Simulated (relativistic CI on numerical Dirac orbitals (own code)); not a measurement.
Sensitivity of the levels of Ba²¹⁺ to α and to the nuclear radius

These numbers are calculated, not measured: Dirac-Coulomb-Breit CI, separate exchange-only KLI orbitals for each configuration, derivatives by finite differences, unscaled Slater integrals, QED left out (own radial code, finite nucleus).

Configuration list (outside the closed core [Ar] 3d10): 4s2.4p5, 4s.4p6, 4s2.4p4.4d, 4s.4p5.4d, 4s2.4p4.4f, 4s.4p5.4f. Double excitations out of closed p, d and f shells are left out; levels of such configurations are missing from the list, as are those of other unlisted configurations, and high levels can miss mixing partners.

With x = (α/α₀)² − 1 an excitation energy changes as ω = ω₀ + qx; K = 2q/ω₀ is the relative enhancement. Terms are leading LS components, so labels can repeat. The field-shift factor is F = δν/δ⟨r²⟩ for the transition from the lowest level.

Lowest level 4s2.4p5 2P°_3/2.

```csv
Level,ω₀ (cm⁻¹),q (cm⁻¹),F (GHz/fm²)
4s2.4p5 2P°_1/2,156011,173000,-7.25
4s.4p6 2S_1/2,608131,180500,-188
4s2.4p4.4d 4D_3/2,711650,18680,3.18
4s2.4p4.4d 4D_5/2,713881,26180,3
4s2.4p4.4d 2P_1/2,726519,27940,1.73
4s2.4p4.4d 4D_7/2,727611,35560,3.02
4s2.4p4.4d 4F_9/2,752869,44320,3.4
4s2.4p4.4d 2F_7/2,754115,31990,3.34
4s2.4p4.4d 2D_3/2,774108,27900,3.18
4s2.4p4.4d 4P_1/2,804219,80970,-13.3
4s2.4p4.4d 2D_5/2,818745,62420,3.03
4s2.4p4.4d 2D_3/2,827798,82660,1.73
4s2.4p4.4d 4F_5/2,833388,91780,1.16
```

At this charge energies of transitions that change n are usually good to better than 1 %, and those within a shell (Δn = 0) to a few per cent.

(1) Which transition from the lowest level has the largest |K|?

## Answers

(1) 4s2.4p5 2P°_1/2 at 156011 cm⁻¹, K = 2.22.
